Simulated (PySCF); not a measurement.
A GIAO shielding run with PySCF 2.14.0 with density-fitted response routines (density fitting, non-relativistic, gas phase) on `C1=CSC=C1/P=C(\C=C)C`, C$_{8}$H$_{9}$PS:

```
$ OMP_NUM_THREADS=1 python probes_run.py task.json out

{"job": {"kind": "nmr", "xc": "PBE0", "basis": "pcSseg-1"}, "charge": 0, "multiplicity": 1}
C     -2.202182     1.632873     0.319905
C     -1.160933     0.853426     0.022081
C     -1.231762    -0.557005    -0.250709
C     -2.581471    -1.173922    -0.479169
P      0.097435    -1.609802    -0.391315
C      1.532262    -0.586653     0.059058
C      2.720740    -0.565158    -0.724447
C      3.700469     0.185970    -0.170596
S      3.221787     0.866890     1.336889
C      1.673751     0.133375     1.209354
H     -3.203932     1.252866     0.421165
H     -2.075432     2.688170     0.490714
H     -0.177565     1.302657    -0.036149
H     -2.479200    -2.214664    -0.781807
H     -3.125236    -0.633567    -1.253626
H     -3.174681    -1.139808     0.435119
H      2.813620    -1.081411    -1.663591
H      4.683789     0.386861    -0.547684
H      0.958738     0.268151     1.997344
```

Hardware: 1 thread of an Intel Xeon Platinum 8488C, shared host. The job also computes population analyses, field gradients, ring-centre shieldings.

Q: How large is the calculation?

A: 88 electrons, 229 basis functions and 1228 auxiliary functions.

Q: How long does it take, and how much memory does it need?

A: 54 s of wall time, with 14 SCF cycles and 5 response iterations; peak memory 0.97 GiB. Times on a shared host scatter by some tens of per cent.
